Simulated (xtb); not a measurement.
xtb input (GFN1-xTB):

```bash
xtb mol.xyz --gfn 1 --opt tight --chrg 0 --uhf 0
```
mol.xyz:
```
6

N     -1.69770489    -0.15340781    -0.02199576
Al     0.04373431     0.00395191     0.00056663
F      0.75482826     1.48439465    -0.09768319
F      1.00589014    -1.32529282     0.12049537
H     -2.33919489     0.61958411    -0.09336166
H     -2.19188247    -1.02902079     0.03465623
```

Output:

```
           -------------------------------------------------
          |                Calculation Setup                |
           -------------------------------------------------

           -------------------------------------------------
          |                 G F N 1 - x T B                 |
           -------------------------------------------------

        Reference                      10.1021/acs.jctc.7b00118
      * Hamiltonian:
        H0-scaling (s, p, d)           1.850000    2.250000    2.000000
        zeta-weighting                 0.000000
      * Dispersion:
        s8                             2.400000
        a1                             0.630000
        a2                             5.000000
        s9                             0.000000
      * Repulsion:
        kExp                           1.500000
        rExp                           1.000000
      * Coulomb:
        alpha                          2.000000
        third order                    atomic
        anisotropic                    false
      * Halogen bond correction:
        rad-scale                      1.300000
        damping                        0.440000

          ...................................................
          :                      SETUP                      :
          :.................................................:
          :  # basis functions                  26          :
          :  # atomic orbitals                  25          :
          :  # shells                           13          :
          :  # electrons                        24          :
          :  # halogen bonds                     0          :
          :  max. iterations                   250          :
          :  Hamiltonian                  GFN1-xTB          :
          :  restarted?                      false          :
          :  GBSA solvation                  false          :
          :  PC potential                    false          :
          :  electronic temp.          300.0000000     K    :
          :  accuracy                    1.0000000          :
          :  -> integral cutoff          0.2500000E+02      :
          :  -> integral neglect         0.1000000E-07      :
          :  -> SCF convergence          0.1000000E-05 Eh   :
          :  -> wf. convergence          0.2000000E-04 e    :
          :  Broyden damping             0.4000000          :
          :  net charge                          0          :
          :  unpaired electrons                  0          :
          ...................................................

 iter      E             dE          RMSdq      gap      omega  full diag
   1    -16.0520178 -0.160520E+02  0.615E+00    3.15       0.0  T
   2    -16.0615743 -0.955652E-02  0.392E+00    3.86       1.0  T
   3    -16.0595336  0.204074E-02  0.490E-01    3.44       1.0  T
   4    -16.0620763 -0.254273E-02  0.176E-01    3.76       1.0  T
   5    -16.0622126 -0.136227E-03  0.396E-02    3.72       1.0  T
   6    -16.0622153 -0.269606E-05  0.117E-03    3.72      34.8  T
   7    -16.0622153 -0.170142E-07  0.252E-04    3.72     161.9  T
[...]
         :: repulsion energy           0.069586118436 Eh    ::
         :: dispersion energy         -0.001075859878 Eh    ::
         :: halogen bond corr.         0.000000000000 Eh    ::
         :: add. restraining           0.000000000000 Eh    ::
         :: total charge               0.000000000000 e     ::
         :::::::::::::::::::::::::::::::::::::::::::::::::::::

           -------------------------------------------------
          |                Property Printout                |
           -------------------------------------------------

    * Orbital Energies and Occupations

         #    Occupation            Energy/Eh            Energy/eV
      -------------------------------------------------------------
         1        2.0000           -0.8232516             -22.4018
         2        2.0000           -0.8066605             -21.9503
         3        2.0000           -0.7574206             -20.6105
         4        2.0000           -0.5666676             -15.4198
         5        2.0000           -0.5541690             -15.0797
         6        2.0000           -0.5295398             -14.4095
         7        2.0000           -0.5255548             -14.3011
         8        2.0000           -0.5184566             -14.1079
         9        2.0000           -0.5127891             -13.9537
        10        2.0000           -0.5037853             -13.7087
        11        2.0000           -0.4945394             -13.4571
        12        2.0000           -0.4321183             -11.7585 (HOMO)
        13                         -0.2931974              -7.9783 (LUMO)
        14                         -0.1304059              -3.5485
        15                         -0.1117772              -3.0416
        16                         -0.0515960              -1.4040
        17                         -0.0469488              -1.2775
        18                         -0.0340089              -0.9254
        19                         -0.0039279              -0.1069
        20                          0.0471219               1.2823
        21                          0.1109880               3.0201
        22                          0.2900589               7.8929
        23                          0.4888947              13.3035
       ...                                ...                  ...
        25                          0.8997393              24.4832
      -------------------------------------------------------------
                  HL-Gap            0.1389209 Eh            3.7802 eV
             Fermi-level           -0.3626579 Eh           -9.8684 eV

  Mulliken/CM5 charges         n(s)   n(p)   n(d)
     1N    -0.52607 -0.95417   1.437  4.089  0.000
     2Al    0.70947  0.71622   0.832  0.976  0.483
     3F    -0.32377 -0.30720   1.774  5.549  0.000
Note: The following floating-point exceptions are signalling: IEEE_DENORMAL
normal termination of xtb
     4F    -0.32377 -0.30720   1.774  5.549  0.000
     5H     0.23207  0.42617   0.768  0.000  0.000
     6H     0.23207  0.42617   0.768  0.000  0.000

Wiberg/Mayer (AO) data.
largest (>0.10) Wiberg bond orders for each atom

 ---------------------------------------------------------------------------
     #   Z sym  total        # sym  WBO       # sym  WBO       # sym  WBO
 ---------------------------------------------------------------------------
     1   7 N    3.103 --     2 Al   1.229     5 H    0.884     6 H    0.884
     2  13 Al   3.491 --     1 N    1.229     3 F    1.086     4 F    1.086
     3   9 F    1.187 --     2 Al   1.086
     4   9 F    1.187 --     2 Al   1.086
     5   1 H    0.945 --     1 N    0.884
     6   1 H    0.945 --     1 N    0.884
 ---------------------------------------------------------------------------

Topologies differ in total number of bonds
Writing topology from bond orders to xtbtopo.mol

 dipole moment from electron density (au)
     X       Y       Z
  -1.5447  -0.1396  -0.0200  total (Debye):    3.943

           -------------------------------------------------
          |                Geometry Summary                 |
           -------------------------------------------------

      molecular mass/u    :       81.0009296
   center of mass at/Å    :        0.0811920       0.0073367       0.0010519
  moments of inertia/u·Å² :        0.7403045E+02   0.8280604E+02   0.1568365E+03
rotational constants/cm⁻¹ :        0.2277122E+00   0.2035798E+00   0.1074854E+00

 * 5 selected distances

     #   Z          #   Z                                           value/Å
     1   7 N        2  13 Al                                      1.7572657 (max)
     2  13 Al       3   9 F                                       1.6347371
     2  13 Al       4   9 F                                       1.6347371
     1   7 N        5   1 H                                       1.0058608 (min)
     1   7 N        6   1 H                                       1.0058608

 * 3 distinct bonds (by element types)

   Z      Z             #   av. dist./Å        max./Å        min./Å
   1 H    7 N           2     1.0058608     1.0058608     1.0058608
   7 N   13 Al          1     1.7572657     1.7572657     1.7572657
   9 F   13 Al          2     1.6347371     1.6347371     1.6347371

optimized geometry written to: xtbopt.xyz

           -------------------------------------------------
          | TOTAL ENERGY              -15.995112283686 Eh   |
          | GRADIENT NORM               0.000151741137 Eh/α |
          | HOMO-LUMO GAP               3.780230914408 eV   |
           -------------------------------------------------

------------------------------------------------------------------------
------------------------------------------------------------------------
 total:
 SCF:
 ANC optimizer:
```
